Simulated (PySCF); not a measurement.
PBE0-D3(BJ)/def2-TZVP geometry optimisation, IEF-PCM water with PySCF 2.14 and geomeTRIC: [TcF6]2-, charge -2, multiplicity 4. Start (model start, shaken):

```
7

Tc    0.0000    0.0045   -0.0041
F    -0.0134   -0.0068    1.9301
F     0.0009    0.0201   -1.9524
F     1.9357    0.0073    0.0053
F    -1.9434   -0.0140   -0.0004
F     0.0104    1.9248   -0.0069
F    -0.0285   -1.9643   -0.0276
```

```json
{"step": "0", "E − E(start) / kcal mol⁻¹": "0.00", "largest force / Eh bohr⁻¹": "0.01307"}
{"step": "1", "E − E(start) / kcal mol⁻¹": "-0.20", "largest force / Eh bohr⁻¹": "0.00376"}
{"step": "2", "E − E(start) / kcal mol⁻¹": "-0.25", "largest force / Eh bohr⁻¹": "0.00294"}
{"step": "3", "E − E(start) / kcal mol⁻¹": "-0.29", "largest force / Eh bohr⁻¹": "0.00049"}
{"step": "4", "E − E(start) / kcal mol⁻¹": "-0.29", "largest force / Eh bohr⁻¹": "0.00032"}
```

The optimisation met its thresholds. End point:

```
7

Tc   -0.0050   -0.0034   -0.0079
F    -0.0098   -0.0158    1.9300
F     0.0007    0.0088   -1.9459
F     1.9329   -0.0100   -0.0018
F    -1.9430   -0.0009   -0.0128
F    -0.0020    1.9345    0.0045
F    -0.0121   -1.9415   -0.0222
```

Metal–donor distances, start → end: F2 1.934 → 1.938 Å, F3 1.948 → 1.938 Å, F4 1.936 → 1.938 Å, F5 1.944 → 1.938 Å, F6 1.920 → 1.938 Å, F7 1.969 → 1.938 Å.

No frequencies were computed, so the end point may be a saddle point.

The job took 3 min on one thread of Arm Neoverse V2 (shared host), with 226 basis functions and a peak of 1.4 GiB, launched as `OMP_NUM_THREADS=1 python lf_run.py task.json out`.
